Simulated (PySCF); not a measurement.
F4Se, triplet, geometry from GFN2-xTB (a higher spin typed on purpose: for a closed-shell molecule this is an excited state); PBE0/6-31G** in PySCF.

Input for PySCF:
```python
from pyscf import gto, scf, dft

mol = gto.M(
    atom='''
Se    0.00000000   -0.00000000    0.00000000
F     1.11281369    1.52176867   -0.00787047
F     1.52178892   -1.11279517    0.00644471
F    -1.11281369   -1.52176867    0.00787047
F    -1.52178892    1.11279517   -0.00644471
''',
    basis='6-31g**',
    spin=2,
    verbose=4,
)

mf = dft.UKS(mol)
mf.xc = 'pbe0'
mf.grids.atom_grid = (99, 590)
mf.grids.prune = None
mf.kernel()
```

### Question
What does PySCF print? Leave out banner, timings and long lists.

### Answer

```
PySCF version 2.14.0

[INPUT] verbose = 4
[INPUT] num. atoms = 5
[INPUT] num. electrons = 70
[INPUT] charge = 0
[INPUT] spin (= nelec alpha-beta = 2S) = 2
[INPUT] symmetry False subgroup None
[INPUT] Mole.unit = angstrom
[INPUT] Symbol           X                Y                Z      unit          X                Y                Z       unit  Magmom
[INPUT]  1 Se     0.000000000000   0.000000000000   0.000000000000 AA    0.000000000000   0.000000000000   0.000000000000 Bohr   0.0
[INPUT]  2 F      1.112813690000   1.521768670000  -0.007870470000 AA    2.102913101767   2.875726011244  -0.014873032772 Bohr   0.0
[INPUT]  3 F      1.521788920000  -1.112795170000   0.006444710000 AA    2.875764278198  -2.102878104039   0.012178736852 Bohr   0.0
[INPUT]  4 F     -1.112813690000  -1.521768670000   0.007870470000 AA   -2.102913101767  -2.875726011244   0.014873032772 Bohr   0.0
[INPUT]  5 F     -1.521788920000   1.112795170000  -0.006444710000 AA   -2.875764278198   2.102878104039  -0.012178736852 Bohr   0.0

nuclear repulsion = 430.610725330181
number of shells = 36
number of NR pGTOs = 203
number of NR cGTOs = 88
basis = 6-31g**
ecp = {}

******** <class 'pyscf.dft.uks.UKS'> ********
method = UKS
initial guess = minao
damping factor = 0
level_shift factor = 0
DIIS = <class 'pyscf.scf.diis.CDIIS'>
diis_start_cycle = 1
diis_space = 8
diis_damp = 0
SCF conv_tol = 1e-09
SCF conv_tol_grad = None
SCF max_cycles = 50
direct_scf = True
direct_scf_tol = 1e-13
number electrons alpha = 36  beta = 34
XC library pyscf.dft.libxc version 7.1.2
    S. Lehtola, C. Steigemann, M. J. T. Oliveira, and M. A. L. Marques,  SoftwareX 7, 1–5 (2018)
XC functionals = pbe0
    C. Adamo and V. Barone,  J. Chem. Phys. 110, 6158 (1999)
    M. Ernzerhof and G. E. Scuseria,  J. Chem. Phys. 110, 5029 (1999)
radial grids:
    Treutler-Ahlrichs [JCP 102, 346 (1995); DOI:10.1063/1.469408] (M4) radial grids

becke partition: Becke, JCP 88, 2547 (1988); DOI:10.1063/1.454033
pruning grids: None
grids dens level: 3
symmetrized grids: False
atomic radii adjust function: <function treutler_atomic_radii_adjust>
User specified grid scheme (99, 590)
small_rho_cutoff = 0
Set gradient conv threshold to 3.16228e-05
tot grids = 292056
init E= -2799.0417278852

cycle= 1 E= -2799.52311874319  delta_E= -0.481  |g|= 0.814  |ddm|= 1.81
cycle= 2 E= -2798.85030229057  delta_E= 0.673  |g|=  1.6  |ddm|= 1.89
cycle= 3 E= -2799.7868508015  delta_E= -0.937  |g|= 0.0204  |ddm|= 1.24
cycle= 4 E= -2799.78734951735  delta_E= -0.000499  |g|= 0.00627  |ddm|= 0.0418
cycle= 5 E= -2799.78740912058  delta_E= -5.96e-05  |g|= 0.00257  |ddm|= 0.0157
cycle= 6 E= -2799.7874150349  delta_E= -5.91e-06  |g|= 0.000614  |ddm|= 0.00481
cycle= 7 E= -2799.78741525643  delta_E= -2.22e-07  |g|= 0.000277  |ddm|= 0.00093
cycle= 8 E= -2799.78741529292  delta_E= -3.65e-08  |g|= 5.73e-05  |ddm|= 0.000409
cycle= 9 E= -2799.78741529521  delta_E= -2.29e-09  |g|= 5.89e-06  |ddm|= 9.86e-05
cycle= 10 E= -2799.78741529522  delta_E= -8.64e-12  |g|= 9.7e-06  |ddm|= 1.47e-05
Extra cycle  E= -2799.78741529504  delta_E= 1.78e-10  |g|= 2.38e-05  |ddm|= 2.34e-05
converged SCF energy = -2799.78741529504  <S^2> = 2.012875  2S+1 = 3.0085711
```
